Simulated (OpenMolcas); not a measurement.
## Exact exchange and the HOMO–LUMO gap of CSeO (carbonyl selenide)

CSeO has 3 atoms, charge 0, and is taken as a singlet. As SMILES, `O=C=[Se]`. The shape is that of a PBE0-D4/def2-TZVP optimisation.

The HOMO–LUMO gap y, in eV, basis def2-TZVP; a is the functional's share of exact exchange. Programs: OpenMolcas 26.06.

```
functional     program     a  y (eV)
      BLYP  OpenMolcas     0    4.94
    revPBE  OpenMolcas     0    5.02
     B3LYP  OpenMolcas   0.2       ?
      PBE0  OpenMolcas  0.25    7.05
     BHLYP  OpenMolcas   0.5    9.07
```

Question: Fit y = c + s·a to the known rows and predict B3LYP.

Answer: 
1. Means of the 4 rows: a = 0.1875, y = 6.520.
2. Σ(Δa)² = 0.17188, Σ(Δa·Δy) = 1.4075, so the slope is 1.4075/0.17188 = 8.1889.
3. Intercept: 6.520 − (8.1889) × 0.1875 = 4.985. The largest residual of the fit is 0.045.
4. B3LYP: 4.985 + (8.1889) × 0.2 = 6.62 eV.

The run gave 6.58 eV, so the prediction is off by +0.04 eV, within the scatter of the fit. Exact exchange lowers occupied levels and raises empty ones. The rows mix families of semi-local functionals, which the line can't see.
